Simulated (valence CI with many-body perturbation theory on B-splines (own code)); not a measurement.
# Sn8+: key properties

Method: configuration interaction combined with many-body perturbation theory (CI+MBPT): six valence electrons over a frozen Dirac-Fock core [Kr], radial functions for each j: 7 s, 7 p, 8 d, 6 f, 4 g, 1 h, with the one-electron correlation potential Σ1, the two-electron term Σ2, the three-electron term Σ3, Breit, model QED; selected CI, second order for the rest, scaled by the run's own slope (own B-spline code, finite nucleus).

No measured levels were compared; by estimate terms of the open shell hold to 2 to 4 % of their energy, and close levels can change places; different configurations can be misplaced against each other by 1,000 to 8,000 cm⁻¹. Among the levels kept, up to 720 cm⁻¹ of a level comes from second order outside the variational space, and about a tenth of that is noise between levels of different J, which matters for small intervals. Only levels of the ground parity were solved; by the run's estimate the other parity begins above the list, which can be wrong where configurations are misplaced.

Names give the largest LS component (configuration and term), which can be under half, so a name can repeat, a term be missing and a line seem to break the LS rules; names also repeat where a configuration has a term twice.

Rates and lifetimes use the calculated energies. Strong lines usually hold to 10 to 20 %, long lifetimes can be off by a factor of two.

(1) What is the ground level?

(2) How is the term ⁵D of the ground level split?

(3) Name the longest-lived excited levels whose lifetime is computed, and their main decay.

(4) What is the ionisation energy?

(5) How well does LS coupling describe the low levels?

Answers

(1) 4d⁶ ⁵D_4, composition 92 % 4d⁶ ⁵D + 6 % 4d⁶ ³F, g = 1.482.

(2) J = 4 at 0.0, J = 3 at 5000, J = 2 at 6613, J = 1 at 8592, J = 0 at 9306 cm⁻¹.

(3) 4d⁶ ³H_6 at 26594 cm⁻¹ lives 10700 s, mostly by E2 to 4d⁶ ⁵D_4.

(4) 157.13 eV; NIST lists 156 ± 2.2 eV (theoretical).

(5) Among the lowest 20 levels the leading LS term, summed over configurations, holds 74 % on average. For single configurations the figures are 73 % in LS and 63 % in jj coupling. Terms mix most in the J = 4 level at 24070 cm⁻¹, where the leading one holds 33 %.
